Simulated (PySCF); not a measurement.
A homologous series of growing length: n-germane amino/formyl. Gas-phase values, no solvent. One relaxed conformer stands for each flexible species; it need not be the lowest. Strings in code marks are SMILES.

The T1 excitation (TDA) from two functionals at the same geometries (PBE0-D4/def2-SVP), both in PySCF: PBE-D3(BJ)/def2-TZVP and B3LYP-D3(BJ)/def2-TZVP. B3LYP has the VWN-RPA correlation part, as in Gaussian. Excitations are Tamm–Dancoff values on a coarser integration grid. The basis has no diffuse functions, so Rydberg states are missing or too high.

```csv
species,PBE-D3(BJ)/def2-TZVP (eV),B3LYP-D3(BJ)/def2-TZVP (eV)
n = 1 (`O=[CH][GeH2][NH2]`),2.41,2.60
n = 2 (`[NH2][GeH2][GeH2][CH]=O`),2.52,2.65
n = 3 (`[NH2][GeH2][GeH2][GeH2][CH]=O`),2.52,2.66
n = 4 (`[NH2][GeH2][GeH2][GeH2][GeH2][CH]=O`),2.44,2.63
n = 5 (`[NH2][GeH2][GeH2][GeH2][GeH2][GeH2][CH]=O`),2.45,2.63
n = 6 (`[GeH2]([GeH2][GeH2][GeH2][GeH2][GeH2][CH]=O)[NH2]`),2.44,2.63
```

Over these rows, drawn at random from the members with no instability flagged (it was tested for open shells, ions and some series alone), PBE minus B3LYP-D3(BJ): mean -0.17 eV, from -0.19 eV to -0.13 eV.
